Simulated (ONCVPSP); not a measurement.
**chromium, ONCV: configuration errors across variants**

```json
{
 "Element": "chromium",
 "Generator": "ONCVPSP 4.0.1",
 "Type": "optimised norm-conserving Vanderbilt (ONCV)",
 "Functional": "LDA (Perdew-Wang 92)",
 "Relativity": "scalar-relativistic",
 "Frozen core": "[Ne]",
 "Valence charge": "14",
 "Reference configuration": "3s2 3p6 3d5 4s1",
 "Partial waves": "3s+4s: rc 1.40 bohr, ncon 4, nbas 8, qcut 9 1/bohr, 2 projectors; 3p: rc 1.10 bohr, ncon 4, nbas 9, qcut 15.3 1/bohr, 1 projector; 3d: rc 1.25 bohr, ncon 3, nbas 7, qcut 12.1 1/bohr, 2 projectors, debl 0.5 Ha; f scattering state at 0.42 Ha: rc 1.15 bohr, ncon 4, nbas 8, qcut 9.2 1/bohr, 3 projectors, debl 3.6 Ha",
 "Local potential": "polynomial inside 0.85 bohr (lpopt 5, dvloc0 0 Ha)",
 "Core correction": "none"
}
```

All-electron excitation energies from the reference (eV): (1) 3s2 3p6 3d5 4s0 7.133; (2) 3s2 3p6 3d4 4s0 23.476; (3) 3s2 3p6 3d4 4s2 -0.051.

1 further variants failed, have other tests or too few solved ones, and are left out.

A true bound ghost makes a file unfit for plane-wave use even where its test errors are small: the radial tests pick states by their node count and pass the ghost by.

Errors AE − PS in meV (a dash: test not solved or not reliable):

```tsv
change	(1)	(2)	(3)	bound ghosts	GHOST(+) flags above zero
base	+0.9	-0.6	+6.5	none	s, f
local potential polynomial inside 1.00 bohr (lpopt 5, dvloc0 4 Ha)	+0.9	-0.6	+6.5	none	f
s: qcut 10.5; p: qcut 17.8; d: qcut 14.1; f: qcut 10.7	+0.6	-0.2	+5.6	f	f
f: debl 0.45	+0.9	-0.6	+6.5	f	s
```

Question: Give the same row for: all radii scaled by about 1.09 (s 1.54, p 1.20, d 1.36, f 1.26 bohr); local potential polynomial inside 0.92 bohr (lpopt 5, dvloc0 0 Ha).

Answer: +1.1, 0.0, +8.0; bound ghosts: f; GHOST(+) flags above zero: f.
